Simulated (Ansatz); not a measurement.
Born–Oppenheimer molecular dynamics of C$_{2}$H$_{6}$Cl$_{3}$NSi (13 atoms, charge 0, multiplicity 1). It starts from a relaxed structure.

Level of theory: RKS PBE0/STO-3G (Ansatz).

* ensemble: NVE (velocity Verlet)
* time step: 0.5 fs
* steps asked: 150
* starting velocities drawn for: 1000 K
* masses: H 2.014 u
* seed: 104953

First frame:

```xyz
13
Properties=species:S:1:pos:R:3
Si 0.009 -0.019 0.059
N 0.104 -0.253 1.754
C -1.139 -0.492 2.528
H -1.839 -1.093 1.927
H -0.891 -1.055 3.443
H -1.642 0.448 2.827
C 1.158 0.446 2.532
H 1.374 -0.132 3.445
H 2.079 0.510 1.932
H 0.856 1.468 2.833
Cl 1.938 -0.168 -0.732
Cl -0.767 1.837 -0.569
Cl -1.239 -1.495 -0.737
```

Task: How far do the bonds stretch over the last three quarters of this one trajectory? (Pairs bonded in most of those frames.)

Result: 
```csv
bond,mean (Å),spread (Å),shortest,longest
Si1–N2,1.722,0.026,1.68,1.76
Si1–Cl11,2.105,0.039,2.05,2.17
Si1–Cl12,2.108,0.063,2.01,2.20
Si1–Cl13,2.122,0.084,2.00,2.24
N2–C3,1.491,0.018,1.46,1.52
N2–C7,1.496,0.011,1.48,1.51
C3–H4,1.102,0.007,1.09,1.12
C3–H5,1.105,0.020,1.07,1.13
C3–H6,1.109,0.017,1.08,1.13
C7–H8,1.114,0.041,1.04,1.18
C7–H9,1.110,0.061,1.02,1.20
C7–H10,1.110,0.039,1.05,1.17
```

Mean temperature of the second half: 500 K. The conserved energy stayed within 0.45 meV per atom of its start (net change 0.35 meV per atom), so the integration is sound. Over the second half the temperature averaged 0.50 of the 1000 K drawn at the start: a run that starts near a minimum puts about half its kinetic energy into the potential. A run of 0.075 ps of so small a system gives no equilibrium averages. Limits of this set-up: minimal basis.

Run time: 7 min on 1 thread of Intel(R) Xeon(R) Platinum 8488C (Sapphire Rapids) (shared host), peak memory 0.18 GiB.
